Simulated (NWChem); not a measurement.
System: Ca

The following NWChem deck was run.

```
start job
memory heap 200 mb stack 900 mb global 1100 mb
geometry units angstroms noautosym nocenter noautoz
  Ca     0.000000     0.000000     0.000000
end
basis spherical bse
  * library x2c-svpall-s
end
relativistic
  zora on
  zora:cutoff 1d-30
end
dft
  xc pbe0
  grid fine
  iterations 150
end
property
  shielding
end
task dft property
```

GIAO values for the isolated, static molecule; σ is the absolute isotropic shielding.

Atoms are numbered as in the input.

Task: What results follow from this input? (PBE0/x2c-SVPall-s, scalar ZORA without spin-orbit coupling, GIAO.) Quantities: σ Ca1 (ppm).

Result: 
```yaml
"σ Ca1 (ppm)": 1423.1
```
